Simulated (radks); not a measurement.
Spherical jellium clusters: N electrons in a uniform positive sphere of charge N and radius rs N^(1/3), rs = 5.82 bohr. Calculated with a radial shooting solver with Libxc functionals: non-relativistic Kohn-Sham, LDA (Slater exchange, Perdew-Wang correlation), spin-polarised, spherical densities. Levels are named by radial order and angular momentum (1s, 1p, 1d, 2s, ...), and open shells are averaged over m.

N = 21, configuration 1s2 1p6 1d10 2s2 1f(up 1, down 0). This is the lowest configuration that the search found. Occupied and some empty levels:

| level | occupation | eigenvalue (eV) | <r> (bohr) |
|---|---|---|---|
| 1s up | 1 | -3.2778 | 10.62 |
| 1s down | 1 | -3.2482 | 10.51 |
| 1p up | 3 | -2.9697 | 11.89 |
| 1p down | 3 | -2.9329 | 11.85 |
| 1d up | 5 | -2.5315 | 12.82 |
| 1d down | 5 | -2.4910 | 12.80 |
| 2s up | 1 | -2.1271 | 9.654 |
| 2s down | 1 | -2.1117 | 9.707 |
| 1f up | 1 | -1.9879 | 13.62 |
| 1f down | 0 | -1.9461 | 13.62 |
| 2p up | 0 | -1.4729 | 11.77 |
| 2p down | 0 | -1.4547 | 11.78 |
| 1g up | 0 | -1.3592 | 14.40 |
| 1g down | 0 | -1.3180 | 14.42 |
| 2d up | 0 | -0.83735 | 14.06 |
| 2d down | 0 | -0.81751 | 14.09 |

Energy (eV): total -37.0900, kinetic 18.472, external -894.54, Hartree 446.70, exchange-correlation -56.130, background 448.41.

Electron density:

| r (bohr) | n(r) (e/bohr^3) |
|---|---|
| 1.13 | 0.001745 |
| 2.39 | 0.001604 |
| 3.65 | 0.001410 |
| 4.92 | 0.001230 |
| 6.18 | 0.001127 |
| 7.44 | 0.001139 |
| 8.70 | 0.001251 |
| 9.96 | 0.001394 |
| 11.2 | 0.001463 |
| 12.5 | 0.001357 |
| 13.8 | 0.001061 |
| 15.0 | 0.0006776 |
| 16.3 | 0.0003516 |
| 17.5 | 0.0001545 |
| 18.8 | 0.00006081 |
| 20.1 | 0.00002218 |
| 21.3 | 7.690e-06 |
| 22.6 | 2.554e-06 |
| 23.8 | 8.388e-07 |
| 25.1 | 2.721e-07 |
